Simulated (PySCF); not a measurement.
A geometry optimisation, step by step.

Species: C7H10O.
Atom-mapped SMILES: `[CH2:1]=[C:2]([CH3:3])/[C:4]([CH3:5])=[CH:6]\[CH:7]=[O:8]` (hydrogens: H9, H10 on C1; H11, H12, H13 on C3; H14, H15, H16 on C5; H17 on C6; H18 on C7)

Computed by this run: PySCF 2.14.0, PBE0-D3(BJ)/def2-SVP geometry optimisation, gas phase; density fitting, grid level 2; the optimiser is geomeTRIC in internal coordinates, started from a GFN2-xTB structure. The frame can shift and turn from step to step; on so coarse a grid that alone can change the energy by a few meV, and forces under 0.02 eV/Å are noise.

Step 0: E = -9450.2397 eV, largest atomic force 0.626 eV/Å
```
atom  x, y, z in Å  |  force x, y, z in eV/Å
C1     -1.284    0.577   -1.243   -0.083   0.121  -0.177
C2     -0.829    0.043   -0.113   -0.053  -0.337   0.461
C3     -1.728   -0.704    0.829    0.228   0.231  -0.347
C4      0.573    0.203    0.294   -0.048   0.157   0.241
C5      0.812    0.602    1.717    0.011  -0.100  -0.429
C6      1.604    0.017   -0.551    0.138   0.046  -0.034
C7      1.511   -0.515   -1.899   -0.061  -0.166  -0.347
O8      2.415   -0.512   -2.701    0.230   0.041  -0.020
H9     -0.653    1.160   -1.892    0.383   0.354  -0.319
H10    -2.315    0.476   -1.538   -0.602  -0.107  -0.136
H11    -1.285   -1.663    1.096    0.115  -0.391   0.174
H12    -2.697   -0.882    0.370   -0.388  -0.082  -0.122
H13    -1.883   -0.136    1.745   -0.080   0.150   0.411
H14     0.579   -0.232    2.379   -0.107  -0.277   0.335
H15     1.851    0.881    1.872    0.384   0.091   0.100
H16     0.173    1.438    1.994   -0.244   0.315   0.177
H17     2.613    0.225   -0.219    0.432   0.110   0.151
H18     0.536   -0.975   -2.152   -0.256  -0.156  -0.119
```

Step 1: E = -9450.2978 eV, largest atomic force 0.092 eV/Å
```
atom  x, y, z in Å  |  force x, y, z in eV/Å
C1     -1.183    0.514   -1.117   -0.026   0.019  -0.082
C2     -0.707   -0.046    0.005    0.054   0.019  -0.022
C3     -1.589   -0.817    0.943   -0.047  -0.042   0.067
C4      0.708    0.142    0.401   -0.022  -0.020  -0.008
C5      0.951    0.569    1.817    0.004   0.016   0.083
C6      1.748   -0.060   -0.442    0.025   0.027   0.007
C7      1.679   -0.644   -1.786    0.043  -0.004   0.016
O8      2.635   -0.702   -2.526   -0.029  -0.008  -0.009
H9     -0.548    1.125   -1.764   -0.018   0.001   0.025
H10    -2.232    0.396   -1.408    0.027  -0.003   0.012
H11    -1.146   -1.794    1.199   -0.008   0.023  -0.014
H12    -2.579   -0.991    0.499    0.014   0.007   0.013
H13    -1.736   -0.273    1.892    0.009  -0.025  -0.025
H14     0.699   -0.249    2.515    0.004   0.031  -0.014
H15     2.003    0.839    1.980   -0.013  -0.009  -0.002
H16     0.316    1.427    2.091    0.017  -0.015  -0.014
H17     2.766    0.168   -0.105   -0.029  -0.013  -0.014
H18     0.694   -1.078   -2.080   -0.005  -0.001  -0.018
```

Step 2: E = -9450.2985 eV, largest atomic force 0.092 eV/Å
```
atom  x, y, z in Å  |  force x, y, z in eV/Å
C1     -1.182    0.525   -1.116   -0.006  -0.003   0.010
C2     -0.706   -0.043    0.003    0.004   0.019   0.009
C3     -1.586   -0.829    0.934   -0.003  -0.019  -0.002
C4      0.708    0.146    0.405    0.016   0.001   0.001
C5      0.952    0.580    1.820   -0.019   0.005   0.009
C6      1.748   -0.061   -0.438    0.042   0.001  -0.027
C7      1.674   -0.654   -1.778   -0.066  -0.019  -0.061
O8      2.620   -0.725   -2.530    0.027   0.024   0.062
H9     -0.552    1.153   -1.751    0.010  -0.010  -0.002
H10    -2.228    0.400   -1.411   -0.002   0.001   0.006
H11    -1.139   -1.808    1.174    0.001  -0.002  -0.007
H12    -2.576   -1.001    0.490   -0.002   0.006   0.001
H13    -1.733   -0.300    1.889    0.009   0.001  -0.001
H14     0.696   -0.230    2.524   -0.006   0.003  -0.002
H15     2.006    0.845    1.981    0.001  -0.006  -0.004
H16     0.323    1.443    2.087    0.002   0.004  -0.007
H17     2.766    0.165   -0.104    0.001  -0.002   0.008
H18     0.684   -1.082   -2.065   -0.007  -0.005   0.008
```

Step 3: E = -9450.2988 eV, largest atomic force 0.115 eV/Å
```
atom  x, y, z in Å  |  force x, y, z in eV/Å
C1     -1.187    0.539   -1.111    0.021  -0.026   0.076
C2     -0.706   -0.039    0.002   -0.043  -0.009   0.004
C3     -1.581   -0.841    0.928    0.030   0.012  -0.058
C4      0.708    0.149    0.404    0.035   0.022   0.029
C5      0.950    0.590    1.818   -0.005  -0.002  -0.057
C6      1.747   -0.065   -0.439   -0.108  -0.020   0.034
C7      1.671   -0.666   -1.775    0.048   0.045   0.025
O8      2.628   -0.739   -2.512   -0.006  -0.033  -0.054
H9     -0.561    1.178   -1.736    0.025  -0.009  -0.025
H10    -2.232    0.413   -1.404   -0.024   0.003  -0.002
H11    -1.132   -1.822    1.148    0.009  -0.023  -0.001
H12    -2.574   -1.005    0.489   -0.015   0.004  -0.009
H13    -1.719   -0.328    1.893    0.005   0.018   0.021
H14     0.685   -0.210    2.527   -0.011  -0.020   0.009
H15     2.005    0.848    1.980    0.015   0.000   0.001
H16     0.327    1.461    2.074   -0.010   0.020   0.000
H17     2.766    0.156   -0.105    0.025   0.005   0.001
H18     0.682   -1.093   -2.069    0.011   0.013   0.008
```

Step 4: E = -9450.2996 eV, largest atomic force 0.043 eV/Å
```
atom  x, y, z in Å  |  force x, y, z in eV/Å
C1     -1.187    0.536   -1.108    0.018  -0.010   0.023
C2     -0.706   -0.040    0.004   -0.036  -0.019  -0.013
C3     -1.580   -0.841    0.930    0.012   0.015  -0.019
C4      0.708    0.147    0.404    0.007   0.007   0.007
C5      0.947    0.591    1.817    0.019  -0.007  -0.028
C6      1.747   -0.067   -0.438   -0.014   0.001   0.020
C7      1.675   -0.660   -1.778   -0.004  -0.012   0.015
O8      2.631   -0.739   -2.516   -0.001   0.002  -0.006
H9     -0.556    1.165   -1.740   -0.001   0.006  -0.010
H10    -2.235    0.415   -1.398   -0.007  -0.002  -0.005
H11    -1.132   -1.824    1.147    0.003  -0.010  -0.003
H12    -2.574   -1.002    0.493   -0.005   0.004  -0.002
H13    -1.715   -0.329    1.896    0.000   0.001   0.013
H14     0.677   -0.208    2.527   -0.006  -0.006   0.005
H15     2.002    0.846    1.982    0.007   0.000   0.005
H16     0.325    1.464    2.069   -0.003   0.009  -0.003
H17     2.766    0.150   -0.102    0.012   0.011   0.001
H18     0.683   -1.080   -2.075    0.000   0.010  -0.001
```

Step 5: E = -9450.2997 eV, largest atomic force 0.026 eV/Å
```
atom  x, y, z in Å  |  force x, y, z in eV/Å
C1     -1.184    0.536   -1.108   -0.006   0.005  -0.012
C2     -0.705   -0.041    0.004   -0.010  -0.002   0.015
C3     -1.579   -0.847    0.924    0.001   0.006   0.008
C4      0.709    0.148    0.407    0.018   0.009   0.006
C5      0.950    0.596    1.818   -0.011  -0.002   0.003
C6      1.748   -0.067   -0.433   -0.006  -0.013  -0.021
C7      1.667   -0.660   -1.772    0.019   0.002  -0.007
O8      2.619   -0.744   -2.515    0.004  -0.004  -0.004
H9     -0.554    1.165   -1.741   -0.006   0.005   0.009
H10    -2.231    0.414   -1.399    0.003  -0.001  -0.004
H11    -1.132   -1.832    1.134   -0.004   0.001  -0.003
H12    -2.574   -1.003    0.485    0.001   0.002   0.005
H13    -1.713   -0.341    1.894    0.002  -0.008   0.002
H14     0.675   -0.199    2.531   -0.004   0.006   0.003
H15     2.007    0.847    1.983   -0.004  -0.003   0.001
H16     0.332    1.474    2.066    0.003   0.000   0.003
H17     2.769    0.150   -0.099   -0.010   0.003  -0.004
H18     0.671   -1.071   -2.065    0.009  -0.004   0.000
```

**Question.** Summarise the path.

**Answer.** The energy falls by 0.0599 eV from step 0 to step 5; nine tenths of that is first reached at step 1. It falls at every step. The largest force goes from 0.626 to 0.026 eV/Å. Among the bonds C1–H10 changes most (a near tie, within 0.001 Å, with another), from 1.077 to 1.094 Å; the atoms move by 0.084 Å rms after alignment.

**Question.** Follow the three bonds and two angles with the largest change from start to end.

**Answer.** 
```
step  E above end (eV)  largest force (eV/Å)  C1–H10 (Å)  C1–H9 (Å)  C6–C7 (Å)  C6–C7–O8 (°)  H11–C3–H13 (°)
   0            0.0599                 0.626       1.077      1.076      1.452         124.5           108.1
   1            0.0019                 0.092       1.095      1.093      1.467         122.9           106.9
   2            0.0012                 0.092       1.094      1.092      1.467         123.5           106.9
   3            0.0009                 0.115       1.093      1.092      1.467         122.6           106.9
   4            0.0001                 0.043       1.094      1.092      1.467         123.0           107.0
   5            0.0000                 0.026       1.094      1.093      1.467         123.0           107.0
```

The cost below is that of the whole optimisation. On one thread, AMD EPYC 9R45 (x86_64) (shared host), this took 44 s of wall time and 0.77 GiB of memory at its peak.
